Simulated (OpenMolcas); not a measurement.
**K: CASPT2 settings compared**

- Program: OpenMolcas 26.06
- Basis: ANO-RCC-VQZP [7s6p3d2f1g]
- Scalar Hamiltonian: DKH2, point nucleus
- Active space: 1 electron in 9 orbitals (3d 4s 4p)
- State averaging: 2S+1 = 2 even, 1 root; 2S+1 = 2 odd, 3 roots
- Spin-orbit coupling: state interaction with AMFI integrals over the reference wave functions, term energies averaged over their components

Methods on the same reference wave functions:
A. CASSCF
B. SS-CASPT2, IPEA 0.4 Eh, no level shift (closed shells correlated: 3s 3p)
C. SS-CASPT2, IPEA 0.4 Eh, imaginary shift 0.1 Eh (closed shells correlated: 2s 2p 3s 3p)
D. XMS-CASPT2, IPEA 0.5 Eh, sigma2 regulariser 0.05 Eh (closed shells correlated: 2s 2p 3s 3p)

Energies in eV above 4s ²S_1/2, the measured ground level; measured values from NIST Handbook of Basic Atomic Spectroscopic Data.

| Level | A | B | C | D | Measured |
| --- | --- | --- | --- | --- | --- |
| 4s ²S_1/2 | 0.0000 | 0.0000 | 0.0000 | 0.0000 | 0.0000 |
| 4p ²P°_1/2 | 1.4253 | 1.613 | 1.615 | 1.604 | 1.6100 |
| 4p ²P°_3/2 | 1.4296 | 1.617 | 1.619 | 1.609 | 1.6171 |

Deviations, from unrounded energies. A percentage is the sum of absolute deviations over the sum of measured energies, with the sign that they share, or ± where signs differ.

```tsv
Against measurement	Levels	A	B	C	D
mean absolute deviation (cm-1)	2	1500	14	28	56
other configurations (%)	2	-11.5	+0.1	+0.2	-0.4
```

B lies closest to measurement on these levels and A furthest from it. The largest miss of B in the table is 4p ²P°_1/2, by +26 cm-1. The ranking rests on the paired levels alone, and a cruder setting can come out closer through cancelling errors.

Among B to D the level of the table that moves most is 4p ²P°_3/2, by 84 cm-1 (lowest in D, highest in C).

The lowest spin-free term lies below A's lowest term by 0.248 hartree in B, 0.300 hartree in C, 0.299 hartree in D.

ANO sets are built for ground and valence states and can reach diffuse excited orbitals poorly. No level of 3d was computed, though it lies in the active space. With one active electron the reference holds no correlation, so core polarisation is missing (holds for A). With one active electron, CASPT2 adds the correlation within the correlated inactive shells and between them and that electron, and leaves the splitting within a term as the reference gives it (holds for B; C; D). Computed and measured levels are paired by configuration, term and J; levels that our copy of the source lacks, or whose pairing is in doubt (as where it misses far off the trend of its configuration), stay unpaired and out of the deviations. Only configurations of the active space appear.

° marks odd parity.
